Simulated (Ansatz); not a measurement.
Geometry optimisation, Ansatz 0.2.0, RKS PBE/def2-SVP.

input.yaml

```yaml
crystal:
  periodic: [false, false, false]
  atoms:
    - { symbol: Ge, position_ang: [0.397072, 0.212579, -0.254636] }
    - { symbol: Cl, position_ang: [-1.215095, 0.181527, 2.772558] }
    - { symbol: O, position_ang: [1.03584, -0.03514, -1.894754] }
    - { symbol: H, position_ang: [1.573115, -0.849719, -1.929266] }
    - { symbol: O, position_ang: [-1.086575, 1.169666, -0.433747] }
    - { symbol: H, position_ang: [-1.356566, 1.125613, -1.374287] }
    - { symbol: O, position_ang: [0.253896, -1.401191, 0.463906] }
    - { symbol: H, position_ang: [-0.177808, -1.306219, 1.342567] }
    - { symbol: Br, position_ang: [1.893622, 1.559418, 1.025353] }
    - { symbol: H, position_ang: [-0.189701, 1.043466, 2.736106] }
basis:
  gaussian: { orbitals: def2-SVP }
hamiltonian:
  xc: pbe
relax:
  f_tol: 0.03
  max_steps: 50
```

Launched with:

```bash
$ ansatz run input.yaml --threads 4 --pin off --max-ram 5120MiB --backend cpu --events-out ev --progress --plain --runs-dir out
```

Task: Where does it end, and by what steps?

Result: It converged. After 11 steps the energy has fallen by 0.126 eV; Cl2 moved furthest, 0.71 Å.

```tsv
step	energy less start (eV)	largest force component (eV/Å)	accepted
0	0.0000	0.572	yes
1	-0.0508	0.823	yes
2	-0.0833	0.571	yes
3	-0.1033	0.467	yes
4	-0.1120	0.314	yes
5	-0.0871	0.799	no
6	-0.1218	0.091	yes
7	-0.1198	0.221	no
8	-0.1240	0.135	yes
9	-0.1254	0.043	yes
10	-0.1255	0.062	yes
11	-0.1255	0.023	yes
```

```xyz
10
Properties=species:S:1:pos:R:3
Ge 0.327 0.311 -0.393
Cl -0.827 -0.033 3.328
O 1.229 -0.095 -1.867
H 1.743 -0.914 -1.723
O -1.047 1.339 -0.846
H -1.467 0.972 -1.650
O -0.062 -1.234 0.385
H -0.409 -1.093 1.298
Br 1.551 1.668 1.074
H 0.090 0.778 2.846
```

Run time: 23 s on 4 threads of Arm Neoverse V2 (shared host), peak memory 0.24 GiB.
